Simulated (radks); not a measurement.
Question: C2+, 4 electrons, occupied as [He] 2s1 2p1 (not the ground configuration). Method: non-relativistic Kohn-Sham, exchange-only B88, spin-polarised, spherical densities, point nucleus; open shells are filled with parallel spins first; computed with a radial shooting solver on a logarithmic mesh with Libxc functionals. Some entries of the table are withheld. Estimate them.

orbital  occ.  eigenvalue (hartree)  r(max) (bohr)
1s up       1             -11.29562         0.1738
1s down     1             -11.23488         0.1738
2s up       1                   (1)          1.120
2p up       1                   (2)          1.017

Answer: 
(1) 2s up eigenvalue (hartree): -1.52135
(2) 2p up eigenvalue (hartree): -1.20263
